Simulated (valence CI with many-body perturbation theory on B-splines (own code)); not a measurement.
**Level structure of Ge¹⁸⁺**

Computed by valence CI with perturbative core correlation (CI+MBPT): four valence electrons over a frozen Dirac-Fock core [Ne], radial functions for each j: 11 s, 11 p, 9 d, 7 f, 5 g, 2 h, 1 i, with the one-electron correlation potential Σ1, the two-electron term Σ2, the three-electron term Σ3, Breit, model QED; selected CI, second order for the rest (own B-spline code, finite nucleus).

No measured spectrum was set against this ion. As an estimate, levels of excited configurations hold to 0.05 to 0.15 % of their energy, terms of the ground configuration to about 0.5 %.

Levels 1 to 45 of 71, with energies above the lowest level, 3s2.3p2 3P_0. "Leading %" is the weight of the configuration and term that name the level; weights of strongly mixed levels are sums over their largest components and can fall short. In the jj column 3d3/2^4 stands for four electrons in 3d with j = 3/2. Lifetimes count E1, E2, E3, M1 and M2 decay at the calculated energies, and are blank where another channel may lead or the interval is too uncertain; long ones can be off by a factor of two.

```csv
No.,Configuration,Term,J,E (cm⁻¹),Leading %,Leading jj,Lifetime,g
1,3s2.3p2,3P,0,0,88,3s^2 3p1/2^2 (89 %),,
2,3s2.3p2,3P,1,34073,97,3s^2 3p1/2 3p3/2 (97 %),1.55 ms,1.500
3,3s2.3p2,3P,2,53459,70,3s^2 3p1/2 3p3/2 (83 %),14.0 ms,1.357
4,3s2.3p2,1D,2,108760,70,3s^2 3p3/2^2 (83 %),334 μs,1.141
5,3s2.3p2,1S,0,168260,87,3s^2 3p3/2^2 (88 %),78.2 μs,
6,3s.3p3,5S°,2,349370,94,3s 3p1/2 3p3/2^2 (47 %),7.17 ns,1.972
7,3s.3p3,3D°,1,444360,76,3s 3p1/2^2 3p3/2 (48 %),227 ps,0.619
8,3s.3p3,3D°,2,446270,74,3s 3p1/2 3p3/2^2 (57 %),306 ps,1.227
9,3s.3p3,3D°,3,459480,88,3s 3p1/2 3p3/2^2 (88 %),387 ps,1.332
10,3s.3p3,3P°,0,512060,90,3s 3p1/2 3p3/2^2 (90 %),119 ps,
11,3s.3p3,3P°,1,516160,78,3s 3p1/2 3p3/2^2 (64 %),109 ps,1.402
12,3s.3p3,3P°,2,517970,51,3s 3p3/2^3 (35 %),131 ps,1.343
13,3s.3p3,1D°,2,563960,38,3s 3p3/2^3 (37 %),125 ps,1.109
14,3s.3p3,3S°,1,618150,63,3s 3p1/2 3p3/2^2 (59 %),11.0 ps,1.660
15,3s2.3p.3d,3F°,2,628400,92,3s^2 3p1/2 3d3/2 (71 %),266 ps,0.686
16,3s2.3p.3d,3F°,3,647230,94,3s^2 3p1/2 3d5/2 (59 %),444 ps,1.087
17,3s.3p3,1P°,1,674790,54,3s 3p3/2^3 (58 %),13.4 ps,1.311
18,3s2.3p.3d,3F°,4,679650,98,3s^2 3p3/2 3d5/2 (98 %),,1.249
19,3s2.3p.3d,3P°,2,704490,47,3s^2 3p1/2 3d5/2 (74 %),13.2 ps,1.292
20,3s2.3p.3d,3D°,1,716330,53,3s^2 3p1/2 3d3/2 (72 %),10.3 ps,0.865
21,3s2.3p.3d,1D°,2,741300,34,3s^2 3p3/2 3d3/2 (45 %),10.1 ps,1.073
22,3s2.3p.3d,3P°,0,746470,88,3s^2 3p3/2 3d3/2 (88 %),13.7 ps,
23,3s2.3p.3d,3P°,1,752810,56,3s^2 3p3/2 3d3/2 (76 %),11.8 ps,1.150
24,3s2.3p.3d,3D°,3,752860,82,3s^2 3p3/2 3d5/2 (48 %),10.4 ps,1.313
25,3s2.3p.3d,3D°,2,759500,40,3s^2 3p3/2 3d5/2 (54 %),11.8 ps,1.288
26,3s2.3p.3d,1F°,3,817260,92,3s^2 3p3/2 3d5/2 (42 %),9.90 ps,1.013
27,3s2.3p.3d,1P°,1,839720,81,3s^2 3p3/2 3d5/2 (67 %),12.0 ps,0.985
28,3p4,3P,2,898760,49,3p1/2^2 3p3/2^2 (60 %),69.5 ps,1.404
29,3s.3p2.3d,5F,1,932310,79,3s 3p1/2^2 3d3/2 (50 %),544 ps,0.277
30,3p4,3P,0,939160,50,3p1/2^2 3p3/2^2 (41 %),59.7 ps,
31,3p4,3P,1,939390,48,3p1/2 3p3/2^3 (48 %),76.5 ps,1.276
32,3s.3p2.3d,5F,2,939960,88,3s 3p1/2 3p3/2 3d3/2 (39 %),1.31 ns,1.046
33,3s.3p2.3d,5F,3,951010,84,3s 3p1/2 3p3/2 3d3/2 (40 %),1.57 ns,1.284
34,3p4,1D,2,955040,51,3p1/2 3p3/2^3 (57 %),95.0 ps,1.093
35,3s.3p2.3d,5F,4,967660,89,3s 3p1/2 3p3/2 3d5/2 (71 %),16.0 ns,1.361
36,3s.3p2.3d,5D,0,978210,94,3s 3p1/2 3p3/2 3d3/2 (80 %),398 ps,
37,3s.3p2.3d,5D,1,980160,91,3s 3p1/2 3p3/2 3d3/2 (63 %),318 ps,1.461
38,3s.3p2.3d,5D,2,981710,79,3s 3p1/2 3p3/2 3d3/2 (49 %),259 ps,1.414
39,3s.3p2.3d,5D,3,984500,66,3s 3p1/2 3p3/2 3d3/2 (38 %),244 ps,1.415
40,3s.3p2.3d,5F,5,986990,96,3s 3p1/2 3p3/2 3d5/2 (51 %),8.49 ns,1.392
41,3s.3p2.3d,5D,4,993940,69,3s 3p1/2 3p3/2 3d5/2 (54 %),3.65 ns,1.429
42,3s.3p2.3d,3F,2,1008000,86,3s 3p1/2 3p3/2 3d5/2 (38 %),426 ps,0.718
43,3s.3p2.3d,3F,3,1022600,77,3s 3p1/2 3p3/2 3d5/2 (47 %),184 ps,1.152
44,3s.3p2.3d,5P,3,1042300,83,3s 3p1/2 3p3/2 3d5/2 (47 %),13.6 ps,1.625
45,3s.3p2.3d,3F,4,1046200,69,3s 3p3/2^2 3d5/2 (76 %),1.19 ns,1.297
```

Names give the largest LS component (configuration and term), which can be under half, so a name can repeat, a term be missing and a line seem to break the LS rules; names also repeat where a configuration has a term twice.

The ionisation energy to 3s2.3p 2P°_1/2 of the next ion comes out as 704.57 eV (NIST: 706.7 ± 1 eV (semi-empirical), further off than twice its uncertainty). All 71 levels together are meant to be complete up to 1206200 cm⁻¹.
